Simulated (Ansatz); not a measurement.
```xyz
11

C    -1.697   -1.408   -0.279
B    -0.430   -0.556    0.020
S    -0.265    1.102   -0.644
Si    1.659    1.608    0.168
H    -1.399   -2.350   -0.757
H    -2.445   -0.920   -0.905
H    -2.169   -1.703    0.666
H     0.458   -0.992    0.698
H     1.622    1.562    1.650
H     1.972    2.987   -0.283
H     2.694    0.671   -0.335
```

The species carries charge 0 and has multiplicity 1.

Task: List the B3LYP/def2-TZVPP orbital energies in eV (Ansatz). (Best estimate.)

Result: The calculation gave: Occupied: -2417.70, -1799.51, -276.27, -215.77, -184.18, -160.28, -160.21, -160.19, -144.01, -99.36, -99.30, -99.30, -20.29, -19.04, -14.72, -12.92, -11.53, -11.11, -10.29, -10.06, -9.75, -9.01, -8.28, -7.71. Lowest empty: -1.26, -0.06, 0.67, 1.02, 1.33, 1.36, 2.23, 2.32.

B3LYP here is the variant with VWN-RPA as its local correlation; programs differ in this.
